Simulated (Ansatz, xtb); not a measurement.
Relative energy of two structures of GeH8N2Si2

We compare I, a singlet given by its coordinates, with II, `[SiH3]N[SiH2][NH][GeH]`, a singlet. Both are isolated molecules in the gas phase, relaxed with PBE0-D4/def2-SVP; the shapes shown needn't be the lowest conformers.

I (Å):

```json
{"atom": "Ge", "x (Å)": "-2.4062", "y (Å)": "-1.9319", "z (Å)": "-1.5435"}
{"atom": "N", "x (Å)": "-0.6202", "y (Å)": "-0.6277", "z (Å)": "-1.4719"}
{"atom": "N", "x (Å)": "0.4143", "y (Å)": "-2.6613", "z (Å)": "0.0699"}
{"atom": "Si", "x (Å)": "0.8776", "y (Å)": "-1.5930", "z (Å)": "-1.1757"}
{"atom": "Si", "x (Å)": "-1.2426", "y (Å)": "-3.3207", "z (Å)": "0.1430"}
{"atom": "H", "x (Å)": "-0.6165", "y (Å)": "-0.1300", "z (Å)": "-2.3626"}
{"atom": "H", "x (Å)": "-0.8178", "y (Å)": "0.0508", "z (Å)": "-0.7358"}
{"atom": "H", "x (Å)": "1.1665", "y (Å)": "-2.1540", "z (Å)": "-2.5290"}
{"atom": "H", "x (Å)": "2.0146", "y (Å)": "-0.7189", "z (Å)": "-0.7584"}
{"atom": "H", "x (Å)": "1.1166", "y (Å)": "-2.9895", "z (Å)": "0.7266"}
{"atom": "H", "x (Å)": "-1.6824", "y (Å)": "-3.2572", "z (Å)": "1.5791"}
{"atom": "H", "x (Å)": "-1.2058", "y (Å)": "-4.7885", "z (Å)": "-0.1820"}
{"atom": "H", "x (Å)": "-3.0252", "y (Å)": "-1.0252", "z (Å)": "-0.3834"}
```

Close contacts (Å): Ge1–N2 2.21, Ge1–Si5 2.48, N2–Si4 1.81, N3–Si4 1.71, N3–Si5 1.78, Ge1–H13 1.60, N2–H6 1.02, N2–H7 1.02, N3–H10 1.02, Si4–H8 1.49, Si4–H9 1.49, Si5–H11 1.50, Si5–H12 1.50.

II (Å):

| atom | x (Å) | y (Å) | z (Å) |
| --- | --- | --- | --- |
| Ge | 0.0387 | 0.7401 | -4.1668 |
| N | -1.1019 | -0.5627 | -0.1300 |
| N | -0.1560 | 1.0243 | -2.3619 |
| Si | -2.3635 | -1.5537 | -0.8064 |
| Si | 0.2908 | 0.0541 | -0.9708 |
| H | -1.8529 | -2.0793 | -2.1076 |
| H | -2.6983 | -2.6949 | 0.1004 |
| H | -3.6327 | -0.8008 | -1.0639 |
| H | -1.2240 | -0.2398 | 0.8251 |
| H | 1.0293 | 0.8748 | 0.0383 |
| H | 1.1478 | -1.0348 | -1.5134 |
| H | -0.6596 | 1.8830 | -2.1417 |
| H | 0.7993 | -0.6534 | -3.9632 |

Which of the two would you expect CCSD(T)/def2-SVP + ΔMP2/def2-TZVPP electronic energies to favour?

CCSD(T)/def2-SVP + ΔMP2/def2-TZVPP gives E(II) − E(I) = +1.00 kcal/mol, slightly favouring structure I, which is too small a margin to settle the true order.

How the difference moves with the method:

```tsv
level	geometry	E(II) − E(I) (kcal/mol)	departure from the last row (kcal/mol)	job, with rough time for the two
PBE0-D4/def2-SVP	PBE0-D4/def2-SVP	+7.33	+6.33	optimisation, 3.8 min
HF/def2-SVP	PBE0-D4/def2-SVP	−3.87	−4.87	part of the CCSD(T) run
MP2/def2-SVP	PBE0-D4/def2-SVP	+1.25	+0.25	part of the CCSD(T) run
CCSD(T)/def2-SVP	PBE0-D4/def2-SVP	+0.77	−0.23	single point
CCSD(T)/def2-SVP + ΔMP2/def2-TZVPP	PBE0-D4/def2-SVP	+1.00		single point, 98 s
```

The largest departure from CCSD(T)/def2-SVP + ΔMP2/def2-TZVPP is that of PBE0-D4/def2-SVP, 6.33 kcal/mol. Levels run at GFN2-xTB geometries aren't shown. The last row adds to CCSD(T) the change of the MP2 difference between the two basis sets, here +0.23 kcal/mol.

With thermal terms from frequencies at re-optimised GFN2-xTB minima (ideal gas, soft modes damped towards free rotors, one conformer each, 298.15 K, 1 atm): the zero-point term adds −2.96 kcal/mol; ΔH is −1.32 and ΔG −3.17 kcal/mol.

The correlated steps freeze 21 core orbitals; the filled d shell of Ge is correlated, in a basis made for valence electrons. Programs: Ansatz 0.2.0, xtb 6.7.1; the last row on 2 threads of Arm Neoverse V1 on a shared host.
